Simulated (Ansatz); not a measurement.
One change: `BB[SiH](O)C=N` becomes `N=C[SiH2]O`.

Ansatz, PBE0-D4/def2-TZVP geometries, multiplicity 1. Each molecule was computed in one conformer, which needn't be the lowest.

| property | `BB[SiH](O)C=N` |
| --- | --- |
| LUMO energy (ωB97M-V/def2-TZVPP) / eV | -0.27 |
| HOMO–LUMO gap (PBE0/def2-TZVPP) / eV | 5.28 |
| LUMO energy (PBE0/def2-TZVPP) / eV | -2.24 |
| size of the dipole moment (ωB97M-V/def2-TZVPP) / D | 2.88 |
| LUMO energy (B3LYP/def2-TZVPP) / eV | -2.42 |
| HOMO energy (PBE0/def2-TZVPP) / eV | -7.52 |

Give the same properties after the change, and the shifts. (Best estimate.)

The calculation gave: 
```
                                          property  `N=C[SiH2]O`  shift
             LUMO energy (ωB97M-V/def2-TZVPP) / eV          1.12   1.39
              HOMO–LUMO gap (PBE0/def2-TZVPP) / eV          6.67   1.39
                LUMO energy (PBE0/def2-TZVPP) / eV         -1.15   1.09
size of the dipole moment (ωB97M-V/def2-TZVPP) / D          2.83  -0.05
               LUMO energy (B3LYP/def2-TZVPP) / eV         -1.39   1.03
                HOMO energy (PBE0/def2-TZVPP) / eV         -7.82  -0.30
```

With PBE0 the HOMO falls by 0.30 eV and the LUMO rises by 1.09 eV, so the gap widens by about 1.39 eV. PBE moves the HOMO by -0.13 eV and ωB97M-V by -0.45 eV. Dipoles are sizes alone; their direction can turn.

B3LYP here is the variant with VWN-RPA as its local correlation; programs differ in this.
